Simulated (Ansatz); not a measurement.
Ge13F20⁺. The state is a doublet with charge 1. Geometry PBE-D4/def2-SVP, that of the neutral singlet.

Cartesian coordinates in Å:
```
Ge -2.909 -1.031 -1.935
Ge 2.837 2.621 -0.293
Ge 0.804 -1.050 -2.109
Ge -0.979 2.189 -0.375
Ge -2.472 -0.799 1.932
Ge 1.558 -0.309 1.837
Ge -0.284 -3.611 0.355
Ge 0.748 3.960 -0.587
Ge -1.047 0.596 -2.259
Ge -2.480 -2.464 0.063
Ge 3.433 1.317 1.753
Ge 1.595 -2.002 0.043
Ge -0.624 0.872 1.702
F -3.384 -1.884 -3.382
F -4.324 -0.110 -1.443
F 4.081 2.814 -1.504
F 1.903 1.135 -0.899
F -0.315 -2.458 -2.413
F 1.939 -1.071 -3.437
F -2.561 2.950 -0.194
F -3.970 0.104 2.016
F -2.287 -1.561 3.497
F 1.569 -1.116 3.406
F -0.101 -5.116 -0.511
F -0.314 -4.047 2.059
F 0.753 4.799 -2.120
F 0.602 5.197 0.638
F -1.043 1.418 -3.816
F -3.810 -3.588 0.320
F 5.019 0.599 1.600
F 3.503 2.341 3.167
F 3.182 -2.741 -0.134
F -0.619 2.048 3.023
```

Single mean-field runs in def2-TZVP are fitted with def2-universal-jkfit. At PBE-D4/def2-TZVP the gap within one spin of the charge 1 doublet nearly closes, so an electron or hole may be smeared out by delocalisation error.

(1) Estimate the α-spin orbital energies around the gap (eV) in Ansatz with PBE-D4/def2-TZVP, r2SCANh-D4/def2-TZVP, PBE0-D4/def2-TZVP.

Results:

(1) 
| orbital | PBE-D4/def2-TZVP | r2SCANh-D4/def2-TZVP | PBE0-D4/def2-TZVP |
| --- | --- | --- | --- |
| HOMO−5 | -12.36 | -13.38 | -13.94 |
| HOMO−4 | -11.92 | -12.82 | -13.27 |
| HOMO−3 | -11.20 | -12.14 | -12.63 |
| HOMO−2 | -11.14 | -12.03 | -12.49 |
| HOMO−1 | -11.01 | -11.86 | -12.23 |
| HOMO | -10.87 | -11.71 | -12.15 |
| LUMO | -8.81 | -8.73 | -8.42 |
| LUMO+1 | -8.44 | -8.13 | -7.80 |
| LUMO+2 | -7.88 | -7.66 | -7.31 |
| LUMO+3 | -7.56 | -7.39 | -7.05 |
| LUMO+4 | -7.56 | -7.34 | -6.98 |
| LUMO+5 | -7.34 | -7.14 | -6.79 |
| β HOMO | -10.83 | -11.65 | -12.07 |
| β LUMO | -10.82 | -11.19 | -11.05 |
